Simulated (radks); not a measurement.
These are the eigenvalues of the occupied orbitals of an atom or ion with whole-number occupations (Ry). Method: scalar-relativistic Kohn-Sham, PBE, spin-polarised, spherical densities, finite nucleus; Fermi nuclear charge, rms radius of each element as measured or else 0.836 A^(1/3) + 0.57 fm; computed with a radial shooting solver on a logarithmic mesh with Libxc functionals.

1s: -66.18740

Which element is it, and in what charge state? The configuration may be excited. Open shells, if any, are filled with parallel spins first.

Answer. Z = 9, fluorine, charge +7: F7+ in [He]. The 1s level, -33.094 hartree, gives Z - s = 8.1 by -(Z - s)^2/2, which with screening and relativity narrows Z to a few neighbours, and with so few levels the electron count can be read from the list.
